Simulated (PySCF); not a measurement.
Ga(Cl)3 cation (Cl3Ga), SMILES [Cl][Ga]([Cl])[Cl] (connectivity only; charge and spin as stated), charge +1, multiplicity 2. Atoms are numbered in the order given.

```xyz
4

Ga     0.0000     0.0000    -0.2685
Cl     0.0000    -1.4260     1.4139
Cl     0.0000     0.0000    -2.3382
Cl     0.0000     1.4260     1.4139
```
Charge +1, spin multiplicity 2.

The structure is a stationary point at B3LYP-D3(BJ)/def2-SVP. The multiplicity is an assumed one; other spin states were not compared. The isomer is the one that the SMILES or the coordinates give; other isomers of the formula were not compared.

Level of theory: PySCF with r2SCAN/def2-TZVPD.

Mulliken values depend strongly on the basis, most of all with diffuse functions as here. Atomic charges (e):

```json
[
 {"atom": "Ga1", "Mulliken": "1.09", "meta-Löwdin": "___", "Mulliken spin": "-0.02"},
 {"atom": "Cl2", "Mulliken": "0.00", "meta-Löwdin": "___", "Mulliken spin": "0.52"},
 {"atom": "Cl3", "Mulliken": "-0.10", "meta-Löwdin": "___", "Mulliken spin": "-0.01"},
 {"atom": "Cl4", "Mulliken": "0.00", "meta-Löwdin": "___", "Mulliken spin": "0.52"}
]
```

Q: Some entries are withheld; supply them. (An estimate is asked for; the answer gives what the named calculation found.)

A: 
- Ga1, meta-Löwdin: 0.84
- Cl2, meta-Löwdin: 0.10
- Cl3, meta-Löwdin: -0.04
- Cl4, meta-Löwdin: 0.10
